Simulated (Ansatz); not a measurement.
Molecule: C2BCl2, net charge 0, doublet state. It need not be the lowest isomer of its formula. 
Structure (B3LYP-D3(BJ)/def2-TZVP (Ansatz, a quantum-chemistry and plane-wave program) minimum search):
```
B
C 1 1.5033
C 2 1.2492 1 163.01
Cl 1 1.7423 2 121.42 3 0.00
Cl 1 1.7498 2 117.34 3 -180.00
```
Charge 0, spin multiplicity 2.

Parts of the frozen-core correlation energy in 6-31G (Ansatz, hartree). Frozen orbitals: 13; correlated occupied orbitals by spin: 13 and 12; virtual: 27 and 28. UHF or UKS for open shells. Spin-orbit coupling is left out. Non-relativistic.

```tsv
term	value
reference (HF)	-1019.24805
MP2 opposite-spin	…
MP2 same-spin	…
CCSD correlation	…
(T)	-0.01151
T1 diagnostic	0.054
largest doubles amplitude	0.075
<S^2> of the reference	1.429
```

Problem. Some entries are withheld; supply them.

Solution. 
- MP2 opposite-spin, value: -0.17945
- MP2 same-spin, value: -0.06956
- CCSD correlation, value: -0.30500
